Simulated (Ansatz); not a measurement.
Calculation: PBE-D3(BJ)/def2-SVP (Ansatz, a program for electronic structure). No frequencies were computed at this level.

Ansatz 0.2 input:
```yaml
crystal:
  periodic: [false, false, false]
  atoms:
    - { symbol: Nb, position_ang: [0.064517, 0.076492, 0.01962] }
    - { symbol: O, position_ang: [-0.0339, 0.90291, -1.565527] }
    - { symbol: H, position_ang: [-0.085337, 1.348096, -2.415235] }
    - { symbol: O, position_ang: [0.163887, -0.749669, 1.604708] }
    - { symbol: H, position_ang: [0.216549, -1.191831, 2.456051] }
    - { symbol: N, position_ang: [-1.300088, -1.27327, -0.599149] }
    - { symbol: H, position_ang: [-1.749254, -1.288933, -1.510247] }
    - { symbol: H, position_ang: [-1.653505, -2.053218, -0.051694] }
    - { symbol: N, position_ang: [2.029208, -0.266417, -0.280812] }
    - { symbol: H, position_ang: [2.652148, -0.749685, 0.3599] }
    - { symbol: H, position_ang: [2.56352, 0.015935, -1.097836] }
    - { symbol: N, position_ang: [-0.539452, 1.767239, 0.938328] }
    - { symbol: H, position_ang: [-0.668433, 1.885846, 1.939173] }
    - { symbol: H, position_ang: [-0.766894, 2.644214, 0.478266] }
basis:
  gaussian: { orbitals: def2-svp }
hamiltonian:
  xc: pbe
  dispersion: d3bj
relax:
  max_steps: 150
```

Output:

```
[...]
relax step   5: F+E_penalty+E_count = -10234.61372973 eV  Δ(F+E_penalty+E_count) = -2.891e-4 eV  max|allowed force component| = 9.272e-4 eV/Å  Δτ_max = 0.0025 Å  (33 SCF iters, accepted)
these checks for a lower state are left out or cut short: starts, cluster_reference, orbital_swaps, neighbouring_geometries, increment
1543 factors; their error is unknown
mean field -10234.29974202 eV, -376.1035784619 hartree, gradient 9.8e-6 eV, S^2 0.000000; 0 other end points of the search recorded, 0 dependent functions left out
reference -10234.29982721 eV, -376.1035815926 hartree; 29, 29 occupied and 112, 112 virtual orbitals, 1543 factors
relax step   6: F+E_penalty+E_count = -10234.61380699 eV  Δ(F+E_penalty+E_count) = -7.725e-5 eV  max|allowed force component| = 1.863e-2 eV/Å  Δτ_max = 0.0254 Å  (33 SCF iters, accepted)
these checks for a lower state are left out or cut short: starts, cluster_reference, orbital_swaps, neighbouring_geometries, increment
1543 factors; their error is unknown
mean field -10234.29975358 eV, -376.1035788866 hartree, gradient 8.9e-6 eV, S^2 0.000000; 0 other end points of the search recorded, 0 dependent functions left out
reference -10234.29983877 eV, -376.1035820173 hartree; 29, 29 occupied and 112, 112 virtual orbitals, 1543 factors
relax step   7: F+E_penalty+E_count = -10234.61382326 eV  Δ(F+E_penalty+E_count) = -1.628e-5 eV  max|allowed force component| = 3.616e-3 eV/Å  Δτ_max = 0.0018 Å  (25 SCF iters, accepted)
these checks for a lower state are left out or cut short: starts, cluster_reference, orbital_swaps, neighbouring_geometries, increment
1543 factors; their error is unknown
mean field evaluation 64: about -10234.2998 eV, gradient 3.2e-4 eV
mean field -10234.29977104 eV, -376.1035795282 hartree, gradient 1.0e-5 eV, S^2 0.000000; 0 other end points of the search recorded, 0 dependent functions left out
reference -10234.29985623 eV, -376.1035826589 hartree; 29, 29 occupied and 112, 112 virtual orbitals, 1543 factors
relax step   8: F+E_penalty+E_count = -10234.61384712 eV  Δ(F+E_penalty+E_count) = -2.386e-5 eV  max|allowed force component| = 1.731e-2 eV/Å  Δτ_max = 0.0047 Å  (26 SCF iters, accepted)
these checks for a lower state are left out or cut short: starts, cluster_reference, orbital_swaps, neighbouring_geometries, increment
1543 factors; their error is unknown
mean field -10234.29996423 eV, -376.1035866279 hartree, gradient 2.7e-5 eV, S^2 0.000000; 0 other end points of the search recorded, 0 dependent functions left out
reference -10234.30004941 eV, -376.1035897582 hartree; 29, 29 occupied and 112, 112 virtual orbitals, 1543 factors
relax step   9: F+E_penalty+E_count = -10234.61407009 eV  Δ(F+E_penalty+E_count) = -2.230e-4 eV  max|allowed force component| = 6.522e-2 eV/Å  Δτ_max = 0.0307 Å  (32 SCF iters, accepted)
these checks for a lower state are left out or cut short: starts, cluster_reference, orbital_swaps, neighbouring_geometries, increment
1543 factors; their error is unknown
mean field -10234.30287937 eV, -376.1036937573 hartree, gradient 8.8e-6 eV, S^2 0.000000; 0 other end points of the search recorded, 0 dependent functions left out
reference -10234.30296465 eV, -376.1036968910 hartree; 29, 29 occupied and 112, 112 virtual orbitals, 1543 factors
relax step  10: F+E_penalty+E_count = -10234.61707013 eV  Δ(F+E_penalty+E_count) = -3.000e-3 eV  max|allowed force component| = 2.072e-1 eV/Å  Δτ_max = 0.1514 Å  (32 SCF iters, accepted)
these checks for a lower state are left out or cut short: starts, cluster_reference, orbital_swaps, neighbouring_geometries, increment
1543 factors; their error is unknown
mean field -10234.29223951 eV, -376.1033027494 hartree, gradient 6.1e-6 eV, S^2 0.000000; 0 other end points of the search recorded, 0 dependent functions left out
reference -10234.29232491 eV, -376.1033058879 hartree; 29, 29 occupied and 112, 112 virtual orbitals, 1543 factors
relax step  11: F+E_penalty+E_count = -10234.60654539 eV  Δ(F+E_penalty+E_count) = +1.052e-2 eV  max|allowed force component| = 9.337e-1 eV/Å  Δτ_max = 0.1326 Å  (32 SCF iters, rejected (line search))
these checks for a lower state are left out or cut short: starts, cluster_reference, orbital_swaps, neighbouring_geometries, increment
1543 factors; their error is unknown
mean field -10234.30605282 eV, -376.1038103794 hartree, gradient 1.1e-5 eV, S^2 0.000000; 0 other end points of the search recorded, 0 dependent functions left out
reference -10234.30613819 eV, -376.1038135165 hartree; 29, 29 occupied and 112, 112 virtual orbitals, 1543 factors
relax step  12: F+E_penalty+E_count = -10234.62049363 eV  Δ(F+E_penalty+E_count) = -3.424e-3 eV  max|allowed force component| = 1.063e-1 eV/Å  Δτ_max = 0.0663 Å  (32 SCF iters, accepted)
these checks for a lower state are left out or cut short: starts, cluster_reference, orbital_swaps, neighbouring_geometries, increment
1543 factors; their error is unknown
mean field evaluation 96: about -10234.3635 eV, gradient 6.9e-2 eV
mean field -10234.30986237 eV, -376.1039503778 hartree, gradient 2.5e-5 eV, S^2 0.000000; 0 other end points of the search recorded, 0 dependent functions left out
reference -10234.30994787 eV, -376.1039535200 hartree; 29, 29 occupied and 112, 112 virtual orbitals, 1543 factors
relax step  13: F+E_penalty+E_count = -10234.62458434 eV  Δ(F+E_penalty+E_count) = -4.091e-3 eV  max|allowed force component| = 2.114e-1 eV/Å  Δτ_max = 0.0967 Å  (32 SCF iters, accepted)
these checks for a lower state are left out or cut short: starts, cluster_reference, orbital_swaps, neighbouring_geometries, increment
1543 factors; their error is unknown
mean field -10234.31033331 eV, -376.1039676845 hartree, gradient 2.6e-5 eV, S^2 0.000000; 0 other end points of the search recorded, 0 dependent functions left out
reference -10234.31041889 eV, -376.1039708293 hartree; 29, 29 occupied and 112, 112 virtual orbitals, 1543 factors
relax step  14: F+E_penalty+E_count = -10234.62543938 eV  Δ(F+E_penalty+E_count) = -8.550e-4 eV  max|allowed force component| = 5.342e-1 eV/Å  Δτ_max = 0.1078 Å  (31 SCF iters, accepted)
these checks for a lower state are left out or cut short: starts, cluster_reference, orbital_swaps, neighbouring_geometries, increment
1543 factors; their error is unknown
mean field -10234.32271892 eV, -376.1044228473 hartree, gradient 1.4e-5 eV, S^2 0.000000; 0 other end points of the search recorded, 0 dependent functions left out
reference -10234.32280468 eV, -376.1044259989 hartree; 29, 29 occupied and 112, 112 virtual orbitals, 1543 factors
relax step  15: F+E_penalty+E_count = -10234.63931425 eV  Δ(F+E_penalty+E_count) = -1.387e-2 eV  max|allowed force component| = 1.064e-1 eV/Å  Δτ_max = 0.1885 Å  (32 SCF iters, accepted)
these checks for a lower state are left out or cut short: starts, cluster_reference, orbital_swaps, neighbouring_geometries, increment
1543 factors; their error is unknown
mean field -10234.32385341 eV, -376.1044645388 hartree, gradient 1.0e-5 eV, S^2 0.000000; 0 other end points of the search recorded, 0 dependent functions left out
reference -10234.32393911 eV, -376.1044676883 hartree; 29, 29 occupied and 112, 112 virtual orbitals, 1543 factors
relax step  16: F+E_penalty+E_count = -10234.64014140 eV  Δ(F+E_penalty+E_count) = -8.271e-4 eV  max|allowed force component| = 1.258e-1 eV/Å  Δτ_max = 0.0397 Å  (34 SCF iters, accepted)
these checks for a lower state are left out or cut short: starts, cluster_reference, orbital_swaps, neighbouring_geometries, increment
1543 factors; their error is unknown
mean field evaluation 128: about -10234.3260 eV, gradient 1.0e-5 eV
mean field -10234.32602637 eV, -376.1045443938 hartree, gradient 1.0e-5 eV, S^2 0.000000; 0 other end points of the search recorded, 0 dependent functions left out
reference -10234.32611213 eV, -376.1045475454 hartree; 29, 29 occupied and 112, 112 virtual orbitals, 1543 factors
relax step  17: F+E_penalty+E_count = -10234.64282150 eV  Δ(F+E_penalty+E_count) = -2.680e-3 eV  max|allowed force component| = 2.215e-2 eV/Å  Δτ_max = 0.0700 Å  (34 SCF iters, accepted)
these checks for a lower state are left out or cut short: starts, cluster_reference, orbital_swaps, neighbouring_geometries, increment
1543 factors; their error is unknown
mean field -10234.32602040 eV, -376.1045441743 hartree, gradient 1.1e-5 eV, S^2 0.000000; 0 other end points of the search recorded, 0 dependent functions left out
reference -10234.32610616 eV, -376.1045473260 hartree; 29, 29 occupied and 112, 112 virtual orbitals, 1543 factors
relax step  18: F+E_penalty+E_count = -10234.64314931 eV  Δ(F+E_penalty+E_count) = -3.278e-4 eV  max|allowed force component| = 1.260e-1 eV/Å  Δτ_max = 0.0599 Å  (33 SCF iters, accepted)
these checks for a lower state are left out or cut short: starts, cluster_reference, orbital_swaps, neighbouring_geometries, increment
1543 factors; their error is unknown
mean field -10234.32643530 eV, -376.1045594217 hartree, gradient 1.1e-5 eV, S^2 0.000000; 0 other end points of the search recorded, 0 dependent functions left out
reference -10234.32652107 eV, -376.1045625736 hartree; 29, 29 occupied and 112, 112 virtual orbitals, 1543 factors
relax step  19: F+E_penalty+E_count = -10234.64351067 eV  Δ(F+E_penalty+E_count) = -3.614e-4 eV  max|allowed force component| = 5.335e-2 eV/Å  Δτ_max = 0.0070 Å  (36 SCF iters, accepted)
these checks for a lower state are left out or cut short: starts, cluster_reference, orbital_swaps, neighbouring_geometries, increment
1543 factors; their error is unknown
mean field -10234.32673121 eV, -376.1045702961 hartree, gradient 1.0e-5 eV, S^2 0.000000; 0 other end points of the search recorded, 0 dependent functions left out
reference -10234.32681700 eV, -376.1045734487 hartree; 29, 29 occupied and 112, 112 virtual orbitals, 1543 factors
relax step  20: F+E_penalty+E_count = -10234.64385069 eV  Δ(F+E_penalty+E_count) = -3.400e-4 eV  max|allowed force component| = 2.908e-3 eV/Å  Δτ_max = 0.0306 Å  (33 SCF iters, accepted)
these checks for a lower state are left out or cut short: starts, cluster_reference, orbital_swaps, neighbouring_geometries, increment
1543 factors; their error is unknown
mean field -10234.32679283 eV, -376.1045725607 hartree, gradient 1.1e-5 eV, S^2 0.000000; 0 other end points of the search recorded, 0 dependent functions left out
reference -10234.32687863 eV, -376.1045757136 hartree; 29, 29 occupied and 112, 112 virtual orbitals, 1543 factors
relax step  21: F+E_penalty+E_count = -10234.64402818 eV  Δ(F+E_penalty+E_count) = -1.775e-4 eV  max|allowed force component| = 6.337e-2 eV/Å  Δτ_max = 0.0667 Å  (34 SCF iters, accepted)
these checks for a lower state are left out or cut short: starts, cluster_reference, orbital_swaps, neighbouring_geometries, increment
1543 factors; their error is unknown
mean field evaluation 160: about -10234.3267 eV, gradient 2.4e-1 eV
mean field -10234.32682955 eV, -376.1045739101 hartree, gradient 1.0e-5 eV, S^2 0.000000; 0 other end points of the search recorded, 0 dependent functions left out
reference -10234.32691535 eV, -376.1045770632 hartree; 29, 29 occupied and 112, 112 virtual orbitals, 1543 factors
relax step  22: F+E_penalty+E_count = -10234.64406084 eV  Δ(F+E_penalty+E_count) = -3.266e-5 eV  max|allowed force component| = 3.560e-2 eV/Å  Δτ_max = 0.0201 Å  (34 SCF iters, accepted)
these checks for a lower state are left out or cut short: starts, cluster_reference, orbital_swaps, neighbouring_geometries, increment
1543 factors; their error is unknown
mean field -10234.32700266 eV, -376.1045802716 hartree, gradient 1.1e-5 eV, S^2 0.000000; 0 other end points of the search recorded, 0 dependent functions left out
reference -10234.32708846 eV, -376.1045834250 hartree; 29, 29 occupied and 112, 112 virtual orbitals, 1543 factors
relax step  23: F+E_penalty+E_count = -10234.64423467 eV  Δ(F+E_penalty+E_count) = -1.738e-4 eV  max|allowed force component| = 1.275e-3 eV/Å  Δτ_max = 0.0076 Å  (35 SCF iters, accepted)
1543 factors; their error is unknown
mean field evaluation 192: about -10234.3270 eV, gradient 5.4e-4 eV
mean field -10234.32700266 eV, -376.1045802716 hartree, gradient 2.4e-5 eV, S^2 0.000000; 1 other end points of the search recorded, 0 dependent functions left out
reference -10234.32708846 eV, -376.1045834250 hartree; 29, 29 occupied and 112, 112 virtual orbitals, 1543 factors
Total energy: -10234.64432048 eV, -376.1162414866 hartree
Atom 0 at    -0.019829    -0.011432    -0.020737 Å, force     0.000649     0.000933     0.000683 eV/Å
Atom 1 at     0.013558     1.006489    -1.631615 Å, force    -0.000189    -0.000577     0.000576 eV/Å
Atom 2 at     0.413228     1.788712    -2.042804 Å, force    -0.000235    -0.000585    -0.000431 eV/Å
Atom 3 at     0.222535    -0.742102     1.722578 Å, force     0.000353     0.000500    -0.000907 eV/Å
Atom 4 at     0.698264    -0.610560     2.557461 Å, force     0.000368    -0.000174    -0.000492 eV/Å
Atom 5 at    -1.360728    -1.360533    -0.640559 Å, force    -0.001275    -0.001045    -0.000640 eV/Å
Atom 6 at    -1.799013    -1.367612    -1.566605 Å, force    -0.000018    -0.000040    -0.000008 eV/Å
Atom 7 at    -1.706561    -2.143584    -0.077576 Å, force     0.000052     0.000313    -0.000299 eV/Å
Atom 8 at     1.946906    -0.373828    -0.332697 Å, force     0.000442     0.000149     0.000308 eV/Å
Atom 9 at     2.546247    -0.917430     0.294281 Å, force    -0.000373    -0.000000     0.000240 eV/Å
Atom 10 at     2.452704    -0.143836    -1.192408 Å, force    -0.000179     0.000389     0.000605 eV/Å
Atom 11 at    -0.673171     1.671150     0.896915 Å, force    -0.000066     0.000505     0.000303 eV/Å
Atom 12 at    -0.873578     1.749279     1.897694 Å, force    -0.000109    -0.000309    -0.000046 eV/Å
Atom 13 at    -0.967595     2.522995     0.411618 Å, force     0.000580    -0.000058     0.000108 eV/Å
Dipole moment:     0.155460     0.163364     0.076534 e Å
```

Cost: roughly 2.4 core-minutes.
